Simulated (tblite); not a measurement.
C4H9FGeO.
SMILES with atom numbers: `[CH3:1][O:2][C@@H:3]1[CH2:4][GeH2:5][C@H:6]1[F:7]` (hydrogens: H8, H9, H10 on C1; H11 on C3; H12, H13 on C4; H14, H15 on Ge5; H16 on C6)

Computed with GFN2-xTB (tblite), gas phase: L-BFGS steps from a force-field or distance-geometry start until the largest atomic force falls under 0.01 eV/Å.

Step 75: E = -648.5069 eV
```
atom  x, y, z in Å  |  force x, y, z in eV/Å
C1     -2.4173    0.1404    0.1585    0.001  -0.013   0.002
O2     -1.2110    0.8527    0.2754   -0.029   0.020  -0.017
C3     -0.0795    0.0462    0.4773    0.009   0.048   0.010
C4      1.1496    0.9438    0.7208    0.049   0.006  -0.007
Ge5     2.2480   -0.1561   -0.5168   -0.082  -0.028   0.064
C6      0.3604   -0.7784   -0.7522    0.035   0.025  -0.011
F7      0.0977   -2.1249   -0.6140   -0.019  -0.020  -0.003
H8     -2.5605   -0.5309    1.0103   -0.030  -0.024   0.085
H9     -2.4537   -0.4552   -0.7582    0.025  -0.041  -0.060
H10    -3.2144    0.8797    0.1349   -0.006   0.030   0.009
H11    -0.2529   -0.6487    1.3123    0.013   0.015   0.029
H12     0.9404    1.9487    0.3563   -0.015  -0.044   0.003
H13     1.4336    1.0109    1.7684   -0.008   0.015  -0.023
H14     2.9171    0.4538   -1.7158    0.046   0.064  -0.021
H15     3.1903   -1.1283    0.1342   -0.022  -0.047  -0.027
H16    -0.1554   -0.4448   -1.6559    0.034  -0.007  -0.034
```

Step 76: E = -648.5077 eV
```
atom  x, y, z in Å  |  force x, y, z in eV/Å
C1     -2.4171    0.1365    0.1613   -0.005  -0.015   0.002
O2     -1.2133    0.8530    0.2793   -0.019   0.004  -0.011
C3     -0.0793    0.0490    0.4765    0.006   0.030   0.004
C4      1.1498    0.9474    0.7170    0.032  -0.002   0.002
Ge5     2.2480   -0.1601   -0.5122   -0.049  -0.026   0.038
C6      0.3596   -0.7745   -0.7547    0.024   0.017  -0.008
F7      0.0901   -2.1208   -0.6228   -0.021   0.002  -0.003
H8     -2.5540   -0.5441    1.0082   -0.025  -0.006   0.059
H9     -2.4539   -0.4508   -0.7618    0.017  -0.025  -0.033
H10    -3.2159    0.8746    0.1491   -0.007   0.009   0.003
H11    -0.2490   -0.6480    1.3110    0.016   0.023   0.026
H12     0.9406    1.9492    0.3449   -0.013  -0.032   0.001
H13     1.4303    1.0215    1.7648   -0.003   0.018  -0.019
H14     2.9235    0.4446   -1.7124    0.040   0.054   0.000
H15     3.1846   -1.1344    0.1457   -0.029  -0.039  -0.033
H16    -0.1517   -0.4343   -1.6587    0.036  -0.013  -0.028
```

Step 77: E = -648.5087 eV
```
atom  x, y, z in Å  |  force x, y, z in eV/Å
C1     -2.4159    0.1261    0.1685   -0.009  -0.017   0.000
O2     -1.2187    0.8533    0.2903    0.003  -0.032  -0.002
C3     -0.0784    0.0556    0.4751    0.000  -0.011  -0.007
C4      1.1501    0.9560    0.7077   -0.012   0.002   0.016
Ge5     2.2477   -0.1709   -0.4998    0.029  -0.012  -0.027
C6      0.3579   -0.7637   -0.7607   -0.001   0.004   0.004
F7      0.0734   -2.1092   -0.6457   -0.033   0.029   0.003
H8     -2.5378   -0.5763    1.0021   -0.017   0.032   0.010
H9     -2.4546   -0.4400   -0.7699    0.000   0.010   0.025
H10    -3.2182    0.8612    0.1843   -0.023  -0.032  -0.015
H11    -0.2389   -0.6462    1.3085    0.028   0.037   0.016
H12     0.9418    1.9490    0.3123   -0.002  -0.022   0.010
H13     1.4202    1.0510    1.7560    0.010   0.026  -0.011
H14     2.9387    0.4234   -1.7005    0.029   0.031   0.042
H15     3.1678   -1.1532    0.1715   -0.038  -0.027  -0.040
H16    -0.1426   -0.4074   -1.6646    0.037  -0.020  -0.026
```

Step 78: E = -648.5092 eV
```
atom  x, y, z in Å  |  force x, y, z in eV/Å
C1     -2.4156    0.1265    0.1687    0.005   0.001   0.002
O2     -1.2182    0.8531    0.2889    0.014  -0.017  -0.001
C3     -0.0785    0.0553    0.4747    0.001  -0.022  -0.008
C4      1.1503    0.9549    0.7084   -0.024  -0.019   0.009
Ge5     2.2468   -0.1707   -0.4998    0.057  -0.002  -0.045
C6      0.3590   -0.7640   -0.7610   -0.015  -0.004   0.008
F7      0.0758   -2.1098   -0.6451   -0.033   0.022   0.005
H8     -2.5401   -0.5703    1.0053   -0.016   0.006   0.033
H9     -2.4524   -0.4433   -0.7663   -0.007  -0.007   0.001
H10    -3.2158    0.8625    0.1802   -0.049  -0.013  -0.020
H11    -0.2404   -0.6457    1.3083    0.029   0.030   0.014
H12     0.9405    1.9468    0.3141   -0.001   0.014  -0.003
H13     1.4196    1.0490    1.7560    0.017   0.028   0.018
H14     2.9360    0.4293   -1.7000    0.025   0.020   0.054
H15     3.1664   -1.1547    0.1688   -0.034  -0.025  -0.040
H16    -0.1410   -0.4101   -1.6659    0.028  -0.011  -0.026
```

Problem. Estimate the geometry and energy of step 79. (The exact step hangs on the optimiser's Hessian estimate; all steps are aligned on step 78, rigid shifts and turns removed.)

Solution. E = -648.5103 eV, largest force 0.096 eV/Å
```
atom  x, y, z in Å  |  force x, y, z in eV/Å
C1     -2.4155    0.1209    0.1740    0.009   0.022   0.014
O2     -1.2206    0.8510    0.2941    0.026   0.002  -0.003
C3     -0.0775    0.0572    0.4729   -0.002  -0.029  -0.005
C4      1.1496    0.9588    0.7039   -0.027  -0.021  -0.008
Ge5     2.2480   -0.1766   -0.4935    0.071   0.025  -0.060
C6      0.3596   -0.7576   -0.7656   -0.033  -0.019   0.005
F7      0.0669   -2.1023   -0.6607   -0.032   0.017   0.011
H8     -2.5351   -0.5805    1.0065   -0.013  -0.016   0.047
H9     -2.4539   -0.4418   -0.7642   -0.013  -0.021  -0.018
H10    -3.2166    0.8550    0.1955   -0.071  -0.005  -0.031
H11    -0.2336   -0.6448    1.3067    0.031   0.014   0.010
H12     0.9393    1.9446    0.2948    0.010   0.021   0.004
H13     1.4128    1.0660    1.7515    0.020   0.031   0.022
H14     2.9476    0.4216   -1.6901    0.022   0.008   0.067
H15     3.1551   -1.1672    0.1806   -0.025  -0.028  -0.035
H16    -0.1337   -0.3954   -1.6711    0.026  -0.004  -0.021
```

The energy changes by -0.0011 eV. The first-order estimate −F·Δx gives -0.0013 eV and the mean of the old and new forces, exact on a quadratic surface, -0.0011 eV. The step makes an angle of 81° with the force vector and moves no atom by more than 0.021 Å.

The cost below is that of the whole relaxation. Time: 2.4 s of wall time. Hardware: Intel Xeon at 2.50 GHz, one thread, on a shared host.
